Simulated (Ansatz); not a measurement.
System: C3H3O, charge -1, multiplicity 1. It need not be the lowest isomer of its formula. Whether it binds its extra electron was not tested at this geometry. 
Structure (B3LYP-D3(BJ)/def2-TZVP (Ansatz, an electronic-structure program) minimum search):
SMILES: C#C[CH-]O
```xyz
7

C      1.9325    -0.0813     0.3307
C      0.6918    -0.2934     0.0260
C     -0.6145    -0.4676    -0.1213
O     -1.5606     0.6237    -0.1074
H      2.6014     0.1000    -0.5266
H     -1.1305    -1.4108    -0.2347
H     -1.0444     1.3742     0.2082
```
Charge -1, spin multiplicity 1.

Total electronic energies in hartree. Valence correlation only, unless marked. Spin-orbit coupling is left out. No relativistic terms. Basis-set limits of correlation are two-point, X^-3; Hartree-Fock from the larger set. The bracket is a focal-point correction in the basis named.

```tsv
level	program	energy (Eh)
HF/6-31G	Ansatz	-189.98004
PBE0/STO-3G	Ansatz	-188.39521
B2GP-PLYP-D4/def2-TZVPD	Ansatz + dftd4	-191.13185
MP2/cc-pVDZ	Ansatz	-190.66113
MP2/aug-cc-pVTZ	Ansatz	-190.89508
RI-MP2/aug-cc-pVTZ	Ansatz	-190.89484
CCSD/cc-pVDZ	Ansatz	-190.68976
CCSD(T)/cc-pVDZ	Ansatz	-190.71251
RI-MP2/CBS(aug-cc-pVTZ,aug-cc-pVQZ)+[CCSD(T)-MP2]/aug-cc-pVTZ	Ansatz	-191.0320
```

Totals of different functionals don't rank their quality; only differences between species are comparable.
